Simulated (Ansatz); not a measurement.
Species: CaOFH, charge 0, singlet. CaOFH (SMILES [OH][Ca][F]).
B3LYP-D3(BJ)/def2-TZVP minimum from Ansatz (a quantum-chemistry and plane-wave program):
```
Ca
F 1 2.0222
O 1 2.0254 2 156.59
H 3 0.9553 1 173.81 2 0.00
```

Total energies in hartree (Ansatz). UHF or UKS for unpaired electrons; spin-orbit terms are left out. Correlated methods leave the cores frozen (noble-gas shells, and filled d and f shells in the p block). No relativity. For partners of very few electrons the exact lower level stands in for a higher one. The restricted determinant of Ca ([Ca], singlet) is unstable towards broken spin symmetry in at least one set run.

```tsv
species	HF/def2-TZVPP	CCSD(T)/def2-TZVPP	HF/def2-QZVPP	CCSD(T)/def2-QZVPP	CCSDT(Q)/def2-TZVPP
1: CaOFH (SMILES [OH][Ca][F])	-851.84082	-852.39787	-851.86803	-852.47573	-852.39878
2: Ca (singlet)	-676.74580	-676.77415	-676.75791	-676.78670	-676.77415
3: F (doublet)	-99.41180	-99.62506	-99.41589	-99.65118	-99.62536
4: O (triplet)	-74.81563	-74.97674	-74.81863	-74.99407	-74.97712
5: H (doublet)	-0.49981	-0.49981	-0.49998	-0.49998	-0.49981
```

Q: Work out the atomisation energy (electronic, to ground-state atoms) in kJ/mol: take Hartree-Fock from def2-QZVPP, extrapolate the CCSD(T) correlation energy as X^-3 (X = 3, 4), and add CCSDT(Q) - CCSD(T) in def2-TZVPP. 1 hartree = 2625.5 kJ/mol.

A: 
Species 1: correlation (64·(-0.60770) - 27·(-0.55705))/37 = -0.64466; step -0.00091; E1 = -851.86803 + (-0.64466) + (-0.00091) = -852.51360
Species 2: correlation (64·(-0.02879) - 27·(-0.02835))/37 = -0.02911; step +0.00000; E2 = -676.75791 + (-0.02911) + (+0.00000) = -676.78702
Species 3: correlation (64·(-0.23529) - 27·(-0.21326))/37 = -0.25137; step -0.00030; E3 = -99.41589 + (-0.25137) + (-0.00030) = -99.66756
Species 4: correlation (64·(-0.17544) - 27·(-0.16111))/37 = -0.18590; step -0.00038; E4 = -74.81863 + (-0.18590) + (-0.00038) = -75.00491
Species 5: correlation (64·(0.00000) - 27·(0.00000))/37 = 0.00000; step +0.00000; E5 = -0.49998 + (0.00000) + (+0.00000) = -0.49998
-1·E1 +1·E2 +1·E3 +1·E4 +1·E5 = 0.55413 hartree = 1454.9 kJ/mol.
